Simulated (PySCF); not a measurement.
BCl₂, SMILES [B+](Cl)Cl, charge +1. Heavy atoms are numbered as in [B+:1]([Cl:2])[Cl:3].

Coordinates come from a B3LYP-D3(BJ)/def2-TZVP optimisation.

Calculation: PBE/def2-TZVPD in PySCF.

Mulliken values depend strongly on the basis, most of all with diffuse functions as here. ESP charges are fitted to the potential on shells at 1.4 to 2.0 van der Waals radii. Atomic charges (e), one atom of each kind:

```tsv
atom	Mulliken	ESP fit	meta-Löwdin
B1	0.74	[?]	0.23
Cl2	0.13	[?]	0.38
```

Task: Some entries are withheld; supply them. (Estimate from the structure and the level; the computed values follow.)

Result: 
- B1, ESP fit: 0.05
- Cl2, ESP fit: 0.47
